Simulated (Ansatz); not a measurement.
Two isomers of CH5BClN: A = `CNBCl`, B = `NCBCl`.

Gas-phase electronic energies from Ansatz, PBE0-D4/def2-TZVP geometries. CCSD(T)/CBS adds triple-zeta CCSD(T) − MP2 to the extrapolated MP2 energy (def2 sets, frozen cores). DFT in def2-TZVPP. B3LYP here is the variant with VWN-RPA as its local correlation; programs differ in this. One conformer a species, not always the lowest.

Q: Which is lower in electronic energy at CCSD(T)/CBS, and by how much? (An estimate is asked.)

A: Computed: A, by 33.6 kcal/mol.

Q: Give E(B) − E(A) in kcal/mol with MP2/def2-TZVPP, CCSD(T)/def2-TZVPP, BLYP-D4, B3LYP-D4, B3LYP, CCSD/def2-TZVPP, r2SCAN-D4. (Estimate.)

A: The calculation gave: MP2/def2-TZVPP 34.5, CCSD(T)/def2-TZVPP 34.0, BLYP-D4 34.1, B3LYP-D4 34.3, B3LYP 34.7, CCSD/def2-TZVPP 34.0, r2SCAN-D4 33.7. None reverses the order clearly.

Q: Does the order hold for the free energy at 298.15 K (harmonic terms from PBE0-D4)? (An estimate is asked.)

A: Ansatz gave: Yes: G(B) − G(A) = +32.3 kcal/mol, for one conformer each.

Largest T1 diagnostic: 0.011.

At CCSD(T), def2-SVP lies +3.8 kcal/mol from the extrapolated value and def2-TZVPP +0.4 kcal/mol. Leaving LDA and LC-ωPBE aside and taking each functional with its dispersion term where it has one, the values, not all of them listed here, spread over 2.0 kcal/mol, from revPBE-D4 to CAM-B3LYP-D4.
